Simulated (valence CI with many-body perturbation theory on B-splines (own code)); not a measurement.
Ho²⁶⁺: magnetic and hyperfine properties of the levels

Computed by valence CI with perturbative core correlation (CI+MBPT): five valence electrons over a frozen Dirac-Fock core [Kr], radial functions for each j: 7 s, 7 p, 8 d, 6 f, 4 g, 1 h, with the one-electron correlation potential Σ1 (screened to all orders), the two-electron term Σ2, the three-electron term Σ3, Breit, model QED; selected single and double excitations, second order for the rest, scaled by the run's own slope (own B-spline code, finite nucleus).

No measured spectrum was set against this ion. As an estimate, large intervals hold to a few tenths of a per cent, small ones and those within an open d or f shell to about a per cent. The list stops below the first excitations out of the core.

A/g_I is the dipole constant over the nuclear g factor μ/I (μ in nuclear magnetons, uniformly magnetised nucleus), B/Q the quadrupole constant per barn. Both hold the static response of the core; the bare values leave it out. Large factors of s and p1/2 electrons are usually good to 5 to 10 %; those of open d and f shells near neutrality can be off by tens of per cent, and small factors of p3/2, d and f electrons come from cancelling terms and can be off by a factor of two or in sign, in half-filled shells by more. B is blank for J = 1/2, where it vanishes, and for nearly pure S terms. Energies count from the lowest level.

Levels are named by their leading jj configuration (3d3/2^4 stands for four electrons in 3d with j = 3/2), which in mixed levels can hold well under half, so a name can repeat and another be missing. Letters in brackets count levels of one name in rising energy.

```csv
Level,E (eV),g,A/g_I (MHz),A/g_I bare,B/Q (MHz/b),B/Q bare
(4d3/2^4 4d5/2) J=5/2,0.000,1.547,3020,3880,6660,6340
(4d3/2^3 4d5/2^2) J=5/2 [a],6.567,1.258,3760,4080,6390,6100
(4d3/2^3 4d5/2^2) J=7/2 [a],10.385,1.151,6580,6700,11600,11100
(4d3/2^3 4d5/2^2) J=3/2 [a],10.752,1.242,7580,7860,9390,9000
(4d3/2^3 4d5/2^2) J=11/2,11.143,1.140,8200,8290,-212,-252
(4d3/2^3 4d5/2^2) J=9/2,12.188,1.153,7350,7470,10800,10300
(4d3/2^3 4d5/2^2) J=5/2 [b],12.669,1.138,7390,7480,1640,1590
(4d3/2^3 4d5/2^2) J=1/2,13.295,1.810,-4330,-2950,,
(4d3/2^3 4d5/2^2) J=7/2 [b],14.697,1.111,8790,8820,-10400,-9980
(4d3/2^2 4d5/2^3) J=5/2 [a],16.946,1.229,4010,4280,327,314
(4d3/2^3 4d5/2^2) J=3/2 [b],18.223,0.789,14800,14200,-9770,-9370
(4d3/2^2 4d5/2^3) J=7/2 [a],18.735,1.215,5700,5930,-2380,-2290
(4d3/2^2 4d5/2^3) J=11/2,19.278,1.070,8420,8380,470,460
(4d3/2^2 4d5/2^3) J=9/2 [a],19.911,1.147,7110,7210,-1980,-1910
(4d3/2^2 4d5/2^3) J=1/2 [a],20.348,0.634,20300,19400,,
(4d3/2^2 4d5/2^3) J=13/2,21.075,1.074,8880,8850,-8.78,1.23
(4d3/2^2 4d5/2^3) J=3/2 [a],21.127,1.200,6840,7040,726,686
(4d3/2^2 4d5/2^3) J=5/2 [b],21.675,1.014,9680,9540,-2330,-2220
(4d3/2^2 4d5/2^3) J=9/2 [b],23.606,1.109,8020,8050,794,763
(4d3/2^2 4d5/2^3) J=7/2 [b],24.132,0.990,10900,10700,-713,-684
(4d3/2^2 4d5/2^3) J=5/2 [c],24.528,1.039,9280,9180,2510,2390
(4d3/2^2 4d5/2^3) J=3/2 [b],25.396,0.818,13800,13300,1010,995
(4d3/2^2 4d5/2^3) J=1/2 [b],26.556,1.848,-4860,-3420,,
(4d3/2^2 4d5/2^3) J=7/2 [c],26.622,1.056,9740,9670,1750,1680
(4d3/2 4d5/2^4) J=5/2 [a],28.552,1.234,4020,4300,-6290,-6010
(4d3/2^2 4d5/2^3) J=9/2 [c],28.930,1.103,8120,8140,7460,7170
(4d3/2 4d5/2^4) J=7/2 [a],31.158,1.194,6090,6290,-15100,-14500
(4d3/2 4d5/2^4) J=11/2,32.066,1.068,8670,8630,-224,-155
(4d3/2 4d5/2^4) J=3/2 [a],32.342,0.910,9420,9080,-9890,-9490
(4d3/2^2 4d5/2^3) J=5/2 [d],33.553,1.133,6870,6950,6980,6720
(4d3/2^2 4d5/2^3) J=3/2 [c],34.007,1.208,6990,7210,-6200,-5960
(4d3/2 4d5/2^4) J=9/2,34.486,1.112,7670,7710,-17000,-16300
(4d3/2 4d5/2^4) J=5/2 [b],35.760,1.111,7410,7450,-265,-240
(4d3/2 4d5/2^4) J=7/2 [b],36.566,0.979,10100,9880,15200,14600
(4d3/2 4d5/2^4) J=1/2,39.639,1.034,-669,-731,,
(4d3/2 4d5/2^4) J=3/2 [b],44.106,0.881,14300,13900,14800,14200
(4d5/2^5) J=5/2,44.679,1.160,6070,6200,-15600,-15000
```
